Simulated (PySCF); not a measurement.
Method: PySCF, PBE0, basis Pb def2-SVPD with ECP60, F def2-SVPD (scalar-relativistic core potentials, no spin–orbit coupling, density fitting). Open shells, if any, are unrestricted.

Q: What shape and geometry does isolated singlet PbF₃⁻ take (every ligand bound to Pb)?

A: Counting electrons, lead keeps 2 of its valence electrons outside its bonds, so the VSEPR class is AX3E1 and the expected shape is trigonal pyramidal (C3v), as computed. The lowest minimum found is a singlet of C3v symmetry with Pb–F 2.154 Å (×3); F–Pb–F 98.3° (×3). Its harmonic wavenumbers are 132 (e), 145 (a1), 423 (e), 453 (a1) cm⁻¹ and its dipole moment is 6.05 D about the centre of mass.

Other isomers or separated fragments may lie lower. The lowest empty level of this anion is unbound, so it and the gap depend on the basis. No spin–orbit coupling is included, which matters more the heavier the element.
